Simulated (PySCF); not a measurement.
H₃P.

```xyz
4

P      0.0000     0.0000    -0.1282
H      1.0323     0.5960     0.6412
H      0.0000    -1.1920     0.6412
H     -1.0323     0.5960     0.6412
```

Geometry optimised at B3LYP-D3(BJ)/def2-TZVP.

Level of theory: PBE0/pcSseg-2 (PySCF). Non-relativistic, no solvent.

Task: Give the absolute GIAO shielding of each atom: isotropic value and principal components (ppm). (Estimate from the structure and the level; the computed values follow.)

Result: 
```tsv
atom	σ(iso)	σ11	σ22	σ33	span
P1	579.7	537.1	601.0	601.0	63.9
H2	29.4	25.3	26.3	36.5	11.2
H3	29.4	25.3	26.3	36.5	11.2
H4	29.4	25.3	26.3	36.5	11.2
```
